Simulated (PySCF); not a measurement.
**$^{19}$F chemical shifts**

Isolated molecule, averaged over atoms made equivalent by symmetry, fast rotation or ring inversion, no relativistic terms, a single conformation. GFN2-xTB structure; GIAO PBE0/pcSseg-1 shieldings; PySCF 2.14.0 with density-fitted response routines.

Shieldings were converted by a linear fit to measured shifts: $^{19}$F (scatter 6.0 ppm rms, 7.0 ppm with the 5 outliers that the fit left out vs CFCl3, solution or neat liquid, with a term for F on sp3 carbon). A few per cent of atoms miss by over 2 rms, more outside the fitted compound classes.

Problem. Give the $^{19}$F shifts of `C[C@@H]1[C@H](F)[C@]12CCCO2`, `C[SiH2]C1=CC[SiH2][SiH2][C@@H]1F`, `C[SiH2]C1=CC[SiH2][SiH2][C@@H]1F`, `C[C@H]1N[SiH2][SiH2]C1(F)F`, `CC[C@@H]1[SiH2]C=C[SiH2][C@@H]1F`, `C[SiH2]/C=C1\CC[SiH2][C@@H]1F`.

Solution. 
```
                                               compound                  environment  δ (ppm)
                            C[C@@H]1[C@H](F)[C@]12CCCO2    fluorine on an sp3 carbon   -225.4
                       C[SiH2]C1=CC[SiH2][SiH2][C@@H]1F    fluorine on an sp3 carbon   -214.6
                       C[SiH2]C1=CC[SiH2][SiH2][C@@H]1F    fluorine on an sp3 carbon   -215.1
[CH3:1][C@H:2]1[NH:3][SiH2:4][SiH2:5][C:6]1([F:7])[F:8]  F8: fluorine of a CF2 group    -91.9
[CH3:1][C@H:2]1[NH:3][SiH2:4][SiH2:5][C:6]1([F:7])[F:8]  F7: fluorine of a CF2 group   -116.2
                       CC[C@@H]1[SiH2]C=C[SiH2][C@@H]1F    fluorine on an sp3 carbon   -208.0
                          C[SiH2]/C=C1\CC[SiH2][C@@H]1F    fluorine on an sp3 carbon   -226.4
```
